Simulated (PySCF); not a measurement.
# Stationary points of SeS₃⁻

These are results of PBE in PySCF with Se def2-SVPD, S def2-SVPD; no relativity; density-fitted integrals, not measurements.

Relaxations began from a few typed shapes; open shells are unrestricted. The search is not exhaustive: other isomers or separated fragments can lie lower, and high-lying points may rest on an excited occupation.

| spin | group | bonds | angles | imaginary modes (cm⁻¹) | ΔE (kJ/mol) | ΔE with ZPE (kJ/mol) |
| --- | --- | --- | --- | --- | --- | --- |
| doublet | C3v | Se–S 2.201 Å (×3) | S–Se–S 104.5° (×3) | none | 0.0 | 0.0 |
| doublet | C2v | Se–S 2.149 Å, Se–S 2.375 Å (×2) | S–Se–S 91.4° (×2), S–Se–S 177.2° | 226i, 177i | 116.0 | – |

The lowest minimum found is the doublet C3v: Se–S 2.201 Å (×3); S–Se–S 104.5° (×3).
